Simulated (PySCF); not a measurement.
Simulated Cl 2p region for `[O]=[Mn](=[O])(=[O])[Cl]` (MnO3Cl), binding energy against the vacuum level.

Every computed line was given a Gaussian of 1.0 eV full width at half maximum and an area set by the number of equivalent atoms (split 2:1 within a doublet); the highest printed point is 100. Computed with delta-SCF UKS SCAN, pcX-2 on the ionised atom, pcseg-1 elsewhere, spin-free X2C in PySCF 2.14.0.

| binding energy (eV) | intensity |
| --- | --- |
| 205.4 | 0 |
| 205.5 | 1 |
| 205.6 | 1 |
| 205.7 | 3 |
| 205.8 | 5 |
| 205.9 | 8 |
| 206.0 | 14 |
| 206.1 | 21 |
| 206.2 | 31 |
| 206.3 | 44 |
| 206.4 | 57 |
| 206.5 | 72 |
| 206.6 | 85 |
| 206.7 | 95 |
| 206.8 | 100 |
| 206.9 | 100 |
| 207.0 | 95 |
| 207.1 | 85 |
| 207.2 | 72 |
| 207.3 | 58 |
| 207.4 | 45 |
| 207.5 | 34 |
| 207.6 | 26 |
| 207.7 | 22 |
| 207.8 | 21 |
| 207.9 | 23 |
| 208.0 | 27 |
| 208.1 | 33 |
| 208.2 | 40 |
| 208.3 | 45 |
| 208.4 | 49 |
| 208.5 | 50 |
| 208.6 | 49 |
| 208.7 | 45 |
| 208.8 | 39 |
| 208.9 | 33 |
| 209.0 | 25 |
| 209.1 | 19 |
| 209.2 | 13 |
| 209.3 | 9 |
| 209.4 | 5 |
| 209.5 | 3 |
| 209.6 | 2 |
| 209.7 | 1 |
| 209.8 | 0 |
| 209.9 | 0 |
| 210.0 | 0 |

**Question.** Count the maxima, the lines and the sites behind this envelope.

**Answer.** The curve has 2 maxima (at 206.8 and 208.5 eV). Under it lie 2 lines from 1 inequivalent chlorine site, drawn as a 2p3/2, 2p1/2 pair.

**Question.** Decompose the envelope and assign each component. Numbering: `[O:1]=[Mn:2](=[O:3])(=[O:4])[Cl:5]`.

**Answer.** 
| position (eV) | relative area | line | atoms | environment |
| --- | --- | --- | --- | --- |
| 206.85 | 0.67 | Cl 2p3/2 | Cl5 | chlorine bonded to Mn |
| 208.50 | 0.33 | Cl 2p1/2 | Cl5 | chlorine bonded to Mn |

**Question.** What are the centre and the root-mean-square width of the whole band?

**Answer.** The area-weighted mean of the lines is 207.40 eV. Their own spread about it is 0.78 eV (rms) and each Gaussian has σ = 1.0/2.355 = 0.42 eV; the variances add, which gives 0.89 eV.

No satellites, vibrations or lifetime broadening are included. The 2p values add to the ΔSCF energy of one spin-free hole a correction within the shell (spin–orbit coupling, ligand field). 2p1/2 minus 2p3/2 (ligand field included): Cl 1.65 eV. Isolated species at its PBE0-D3(BJ)/def2-SVP geometry, gas phase.

The run took 30 s on one thread of an Arm Neoverse N1 (shared host).
